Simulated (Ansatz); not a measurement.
`[CH3][Ti]([OH])([Cl])[Cl]` + H₂S → `[OH][Ti]([SH])([Cl])[Cl]` + CH₄  (ligand exchange at a Ti–C bond)

Gas-phase electronic energies from Ansatz, PBE0-D4/def2-TZVP geometries. CCSD(T)/CBS adds triple-zeta CCSD(T) − MP2 to the extrapolated MP2 energy (def2 sets, frozen cores). This one scheme is used for every species. DFT in def2-TZVPP. B3LYP here is the variant with VWN-RPA as its local correlation; programs differ in this. For Ti outer-core shells are correlated without core-valence functions, which leaves a few kJ/mol of doubt a bond. Scalar relativity is left out up to krypton. One conformer a species, not always the lowest.

| level | ΔE (kJ/mol) |
| --- | --- |
| PBE0-D4 | -125.9 |
| CAM-B3LYP-D4 | -118.2 |
| PBE-QIDH | -130.4 |
| B3LYP | -124.1 |
| MP2/def2-SVP | -147.5 |
| SCS-MP2/def2-QZVPP | -122.0 |
| MP2/CBS(def2) | -132.1 |
| CCSD/CBS(def2) | -105.1 |

**Question.** What does CCSD(T)/CBS give? (Best estimate.)

**Answer.** Computed: -119.8 kJ/mol. The listed levels differ from it by -6.1, 1.6, -10.6, -4.3, -27.7, -2.2, -12.3, 14.7 kJ/mol.

Largest T1 diagnostic among the species: 0.026, so the coupled-cluster value is less sure than usual.

From r2SCAN to r2SCAN0 (25 % exact exchange), in def2-TZVPP and without D4, ΔE moves by +7.9 kJ/mol. At CCSD(T), def2-SVP lies −11.2 kJ/mol from the extrapolated value and def2-TZVPP −3.2 kJ/mol. In def2-TZVPP, CCSD(T) changes the Hartree–Fock value by −20.0 kJ/mol (the triples alone add −14.7 kJ/mol) and MP2 by −32.3 kJ/mol.
